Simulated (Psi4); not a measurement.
The standard entropy of MoHSO2F (SMILES [O]=[Mo]([OH])([F])=[S]) from a frequency calculation

A singlet with charge 0, relaxed at PBE0-D4/def2-TZVP (density fitting, core potential) (Psi4 1.11):

```xyz
6

O    -1.4670    0.0979    1.1107
Mo   -0.3554    0.0574   -0.1269
O     1.2579   -0.6093    0.5049
F    -1.0050   -0.9761   -1.5040
S    -0.0484    2.0250   -0.8046
H     1.3413   -1.0549    1.3536
```

Harmonic wavenumbers in cm⁻¹: 198, 199, 222, 263, 283, 338, 588, 648, 708, 758, 1064, 3873.

Masses in u: O 15.999, Mo 95.95, F 18.998, S 32.06, H 1.008. Take T = 298.15 K, p = 1 bar, R = 8.3145 J/(mol K), kT/hc = 207.22 cm⁻¹, rigid rotor and harmonic oscillator.

Task: Work out S° at 298 K.

Result: 
1. Translation (Sackur–Tetrode): S = R[3/2 ln M + 5/2 ln T − 1.1517] with M = 180.014 gives 173.6 J/(mol K).
2. Rotation: principal moments 150.619, 218.531, 239.650 u Å² give A, B, C = 0.1119, 0.0771, 0.0703 cm⁻¹; the symmetry number is σ = 1; q = (√π/σ)√((kT/hc)³/ABC) = 214685; S = R(ln q + 3/2) = 114.5.
3. Vibration: with u = ν̃/207.22, each mode gives R[u/(eᵘ − 1) − ln(1 − e⁻ᵘ)]; the sum is 50.5, most from 198 cm⁻¹ (9.0), 199 cm⁻¹ (9.0), 222 cm⁻¹ (8.1).
4. Spin and the two mirror images of this shape: R ln 2 = 5.8.
5. Sum: 173.6 + 114.5 + 50.5 + 5.8 = 344.4 J/(mol K).

No measured value is set beside it here. Where a soft mode is a torsion, a harmonic oscillator describes it poorly.
